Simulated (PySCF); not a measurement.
C₃H₆NO (SMILES C[N]C(C)=O), doublet, geometry from GFN2-xTB, with bond 9-4 at 1.8 times its length; PBE0/6-31G (PySCF).

Input for PySCF:
```python
from pyscf import gto, scf, dft

mol = gto.M(
    atom='''
C     1.94992497    0.12508744    0.17086557
N     0.61912126   -0.05539129    0.57973549
C    -0.48555489   -0.01749503   -0.11971086
C    -1.77260668   -0.24873448    0.61384583
O    -0.39588964    0.20469054   -1.33445799
H     2.12504463    1.12465054   -0.24197098
H     2.55930344    0.02011811    1.07335098
H     2.27051039   -0.63986252   -0.54495631
H    -2.70262544   -1.77869312   -0.17908941
H    -2.41003435    0.62605013    0.50376354
H    -1.57285235   -0.43517756    1.66399865
''',
    basis='6-31g',
    spin=1,
    verbose=4,
)

mf = dft.UKS(mol)
mf.xc = 'pbe0'
mf.kernel()
mo_i, mo_e, stable_i, stable_e = mf.stability(internal=True, external=False, return_status=True, nroots=6, tol=1e-6)
print('internally stable:', stable_i, ' externally stable:', stable_e)
if not stable_i:
    umf = mf.copy()
    umf.scf_summary = {}
    umf.kernel(umf.make_rdm1(mo_i, mf.mo_occ))
```

### Question
What does PySCF print? Leave out banner, timings and long lists.

### Answer

```
PySCF version 2.14.0

[INPUT] verbose = 4
[INPUT] num. atoms = 11
[INPUT] num. electrons = 39
[INPUT] charge = 0
[INPUT] spin (= nelec alpha-beta = 2S) = 1
[INPUT] symmetry False subgroup None
[INPUT] Mole.unit = angstrom
[INPUT] Symbol           X                Y                Z      unit          X                Y                Z       unit  Magmom
[...]
nuclear repulsion = 168.941887452309
number of shells = 37
number of NR pGTOs = 134
number of NR cGTOs = 57
basis = 6-31g
ecp = {}

******** <class 'pyscf.dft.uks.UKS'> ********
method = UKS
initial guess = minao
damping factor = 0
level_shift factor = 0
DIIS = <class 'pyscf.scf.diis.CDIIS'>
diis_start_cycle = 1
diis_space = 8
diis_damp = 0
SCF conv_tol = 1e-09
SCF conv_tol_grad = None
SCF max_cycles = 50
direct_scf = True
direct_scf_tol = 1e-13
number electrons alpha = 20  beta = 19
XC library pyscf.dft.libxc version 7.1.2
    S. Lehtola, C. Steigemann, M. J. T. Oliveira, and M. A. L. Marques,  SoftwareX 7, 1–5 (2018)
XC functionals = pbe0
    C. Adamo and V. Barone,  J. Chem. Phys. 110, 6158 (1999)
    M. Ernzerhof and G. E. Scuseria,  J. Chem. Phys. 110, 5029 (1999)
radial grids:
    Treutler-Ahlrichs [JCP 102, 346 (1995); DOI:10.1063/1.469408] (M4) radial grids

becke partition: Becke, JCP 88, 2547 (1988); DOI:10.1063/1.454033
pruning grids: <function nwchem_prune>
grids dens level: 3
symmetrized grids: False
atomic radii adjust function: <function treutler_atomic_radii_adjust>
small_rho_cutoff = 0
Set gradient conv threshold to 3.16228e-05
tot grids = 129192
init E= -247.90253829645

cycle= 1 E= -247.119156692639  delta_E= 0.783  |g|= 0.607  |ddm|= 2.27
cycle= 2 E= -244.371912849594  delta_E= 2.75  |g|= 1.87  |ddm|= 2.47
cycle= 3 E= -247.253327756548  delta_E= -2.88  |g|= 0.349  |ddm|= 2.42
cycle= 4 E= -247.317320670603  delta_E= -0.064  |g|= 0.135  |ddm|= 0.442
cycle= 5 E= -247.331828412119  delta_E= -0.0145  |g|= 0.0602  |ddm|= 0.26
cycle= 6 E= -247.334868160339  delta_E= -0.00304  |g|= 0.0293  |ddm|= 0.0989
cycle= 7 E= -247.335529043514  delta_E= -0.000661  |g|= 0.0227  |ddm|= 0.0507
cycle= 8 E= -247.33597676861  delta_E= -0.000448  |g|= 0.0134  |ddm|= 0.0418
cycle= 9 E= -247.336464963345  delta_E= -0.000488  |g|= 0.006  |ddm|= 0.0677
cycle= 10 E= -247.336726122123  delta_E= -0.000261  |g|= 0.00406  |ddm|= 0.0443
cycle= 11 E= -247.336924306554  delta_E= -0.000198  |g|= 0.00395  |ddm|= 0.0355
cycle= 12 E= -247.337126362468  delta_E= -0.000202  |g|= 0.00381  |ddm|= 0.0372
cycle= 13 E= -247.338210057034  delta_E= -0.00108  |g|= 0.00467  |ddm|= 0.233
cycle= 14 E= -247.338244878193  delta_E= -3.48e-05  |g|= 0.00365  |ddm|= 0.00716
cycle= 15 E= -247.33830271942  delta_E= -5.78e-05  |g|= 0.00309  |ddm|= 0.0142
cycle= 16 E= -247.338737378776  delta_E= -0.000435  |g|= 0.00504  |ddm|= 0.132
cycle= 17 E= -247.338949847559  delta_E= -0.000212  |g|= 0.00287  |ddm|= 0.0676
cycle= 18 E= -247.339164788341  delta_E= -0.000215  |g|= 0.00483  |ddm|=  0.1
cycle= 19 E= -247.33912139175  delta_E= 4.34e-05  |g|= 0.0017  |ddm|= 0.037
cycle= 20 E= -247.339316047898  delta_E= -0.000195  |g|= 0.00529  |ddm|= 0.122
cycle= 21 E= -247.339364797727  delta_E= -4.87e-05  |g|= 0.00268  |ddm|= 0.0182
cycle= 22 E= -247.339486640301  delta_E= -0.000122  |g|= 0.00352  |ddm|= 0.104
cycle= 23 E= -247.339526691852  delta_E= -4.01e-05  |g|= 0.00264  |ddm|= 0.0398
cycle= 24 E= -247.339569967766  delta_E= -4.33e-05  |g|= 0.00111  |ddm|= 0.0518
cycle= 25 E= -247.339594063603  delta_E= -2.41e-05  |g|= 0.00151  |ddm|= 0.0576
cycle= 26 E= -247.339603018208  delta_E= -8.95e-06  |g|= 0.000365  |ddm|= 0.019
cycle= 27 E= -247.339611677311  delta_E= -8.66e-06  |g|= 0.000201  |ddm|= 0.0534
cycle= 28 E= -247.339611860097  delta_E= -1.83e-07  |g|= 0.000196  |ddm|= 0.0167
cycle= 29 E= -247.339612195194  delta_E= -3.35e-07  |g|= 0.000349  |ddm|= 0.00282
cycle= 30 E= -247.339612393995  delta_E= -1.99e-07  |g|= 0.000238  |ddm|= 0.00147
cycle= 31 E= -247.339613065378  delta_E= -6.71e-07  |g|= 0.000283  |ddm|= 0.00422
cycle= 32 E= -247.339613646033  delta_E= -5.81e-07  |g|= 8.49e-05  |ddm|= 0.00607
cycle= 33 E= -247.339614176442  delta_E= -5.3e-07  |g|= 6.17e-05  |ddm|= 0.00571
cycle= 34 E= -247.339614231441  delta_E= -5.5e-08  |g|= 3.07e-05  |ddm|= 0.0041
cycle= 35 E= -247.33961425901  delta_E= -2.76e-08  |g|= 1.43e-05  |ddm|= 0.00179
cycle= 36 E= -247.339614260313  delta_E= -1.3e-09  |g|= 5.09e-06  |ddm|= 0.00023
cycle= 37 E= -247.33961426022  delta_E= 9.21e-11  |g|= 3.52e-06  |ddm|= 2.84e-05
Extra cycle  E= -247.339614260331  delta_E= -1.11e-10  |g|= 3.4e-06  |ddm|= 2.52e-05
converged SCF energy = -247.339614260331  <S^2> = 0.7661932  2S+1 = 2.0161282
uhf_internal: lowest eigs of H = [0.00585566 0.01660441 0.10170665 0.21031594 0.22016334 0.28474278]
<class 'pyscf.dft.uks.UKS'> wavefunction is stable in the internal stability analysis
internally stable: True  externally stable: None
```
